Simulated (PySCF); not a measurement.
Heteronuclear NMR

Cartesian coordinates in Å; atom numbers follow the order of the lines, from 1:
```xyz
23

C    -1.2329   -3.1612   -0.1070
Si   -1.4622   -1.4435   -0.8990
C     0.2034   -0.6433   -0.9663
C     1.2598   -0.0596   -0.9244
C     2.5027    0.6396   -0.8572
C     2.5002    2.0859   -0.4303
C     3.0350    1.0425    0.4947
Si   -2.7982   -0.0580    0.4103
Si   -1.6365    1.3825    1.7981
H    -0.7660   -3.0791    0.8709
H    -2.1859   -3.6671    0.0231
H    -0.6012   -3.8000   -0.7175
H    -1.8895   -1.6493   -2.2958
H     3.2244    0.3424   -1.6104
H     3.1949    2.7565   -0.9135
H     1.5476    2.5334   -0.1894
H     4.1011    0.9855    0.6553
H     2.4443    0.7845    1.3606
H    -3.7382   -0.8733    1.2038
H    -3.6955    0.7170   -0.4652
H    -0.4446    0.7389    2.3614
H    -1.1646    2.5729    1.0843
H    -2.4030    1.8797    2.9447
```

Gas phase, rapidly exchanging positions averaged, one conformer, non-relativistic. Shielding tensors at PBE0/pcSseg-1 (GIAO); GFN2-xTB structure; PySCF 2.14.0 with density-fitted response routines.

Where does 29Si resonate?

Results:


```tsv
atoms	environment	σ (ppm)	δ (ppm)
Si2	silicon bonded to 2 C, Si, H	416.0	-62.0
Si9	silicon bonded to Si, 3 H	466.2	-103.2
Si8	silicon bonded to 2 Si, 2 H	478.2	-113.1
```

Shieldings were converted by a linear fit to measured shifts: 29Si (scatter 8.9 ppm rms, 25.8 ppm with the 6 outliers that the fit left out vs TMS, solution or neat liquid). Occasional misses reach two or three times the rms, and more in compound classes unlike the fitted ones.

On a 500 MHz spectrometer 29Si resonates near 99.3 MHz, so 1 ppm is 99.3 Hz.
